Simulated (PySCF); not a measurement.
SMILES FC(F)(F)C[SiH3] (C₂H₅F₃Si), singlet, GFN2-xTB optimised geometry.

```
11

F      2.14     0.25     0.00
C      0.79     0.25     0.00
F      0.42    -0.24    -1.20
F      0.42     1.54     0.00
C      0.20    -0.52     1.14
Si    -1.71    -0.47     1.06
H      0.58    -1.54     1.08
H      0.57    -0.08     2.06
H     -2.13    -1.10    -0.19
H     -2.14     0.92     1.14
H     -2.17    -1.24     2.22
```

Density from PBE0/def2-TZVP run with PySCF at that geometry.

Minimum of the electron density along straight lines between bonded atoms, close to the bond critical point (lines longer than 1.1 times the sum of covalent radii, or with two minima, are not listed):

```csv
bond,length / Å,ρ at the minimum / e bohr⁻³,∇²ρ there / e bohr⁻⁵,position (fraction from the first atom)
F1–C2,1.348,0.281,-0.49,0.66
C2–F3,1.345,0.282,-0.46,0.34
C2–F4,1.345,0.282,-0.46,0.34
C2–C5,1.495,0.272,-0.74,0.54
C5–Si6,1.916,0.111,0.17,0.61
C5–H7,1.089,0.276,-0.93,0.64
C5–H8,1.089,0.276,-0.93,0.64
Si6–H9,1.460,0.126,0.19,0.49
Si6–H10,1.460,0.126,0.19,0.49
Si6–H11,1.462,0.125,0.20,0.49
```
